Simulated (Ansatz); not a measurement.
Consider the ligand exchange at a W–O bond: `[NH2][W]([OH])(=[S])=[S]` + HCl → `[NH2][W](=[S])(=[S])[Cl]` + H₂O.

Gas-phase electronic energies from Ansatz, PBE0-D4/def2-TZVP geometries. CBS: MP2 limit from def2 TZ/QZ plus the TZ coupled-cluster correction, frozen cores. This one scheme is used for every species. Functionals use def2-TZVPP. HSE06 is defined as in plane-wave codes. Elements past krypton have def2 core potentials. For W outer-core shells are correlated without core-valence functions, which leaves a few kJ/mol of doubt a bond. One conformer a species, not always the lowest.

```json
{"level": "r2SCAN0-D4", "ΔE (kJ/mol)": "-34.6"}
{"level": "HSE06-D4", "ΔE (kJ/mol)": "-37.2"}
{"level": "ωB97X-V", "ΔE (kJ/mol)": "-26.0"}
{"level": "B2PLYP", "ΔE (kJ/mol)": "-37.6"}
{"level": "BHLYP", "ΔE (kJ/mol)": "-29.6"}
{"level": "HF/def2-SVP", "ΔE (kJ/mol)": "-25.9"}
{"level": "CCSD(T)/def2-TZVPP", "ΔE (kJ/mol)": "-35.9"}
{"level": "HF/CBS(def2)", "ΔE (kJ/mol)": "-26.2"}
```

Q: What does CCSD(T)/CBS give? (An estimate is asked.)

A: Computed: -40.5 kJ/mol. The listed levels differ from it by 5.9, 3.3, 14.5, 2.9, 10.9, 14.6, 4.6, 14.3 kJ/mol.

Q: What do rigid-rotor, harmonic-oscillator terms from PBE0-D4/def2-TZVP frequencies (298.15 K, 1 bar) make of the CCSD(T)/CBS value? (Best estimate.)

A: Computed: ΔZPE = +8.1 kJ/mol, ΔH = -32.1 kJ/mol, ΔS = 3 J/(mol·K), ΔG = -32.9 kJ/mol.

Largest T1 diagnostic among the species: 0.022, so the coupled-cluster value is less sure than usual.

Leaving LDA and LC-ωPBE aside and taking each functional with its dispersion term where it has one, the values, not all of them listed here, spread over 18.0 kJ/mol, from PBE-QIDH to CAM-B3LYP-D4. LDA lies +3.0 kJ/mol from PBE without D4. In def2-TZVPP, CCSD(T) changes the Hartree–Fock value by −10.5 kJ/mol (the triples alone add −3.5 kJ/mol) and MP2 by −31.4 kJ/mol. The D4 term adds −3.9 kJ/mol with B3LYP and −2.1 kJ/mol with PBE0; it sums over pairs of atoms, weighted by their polarisabilities, and B3LYP, whose exchange is more repulsive, gets the larger term.

B3LYP here is the variant with VWN-RPA as its local correlation; programs differ in this.
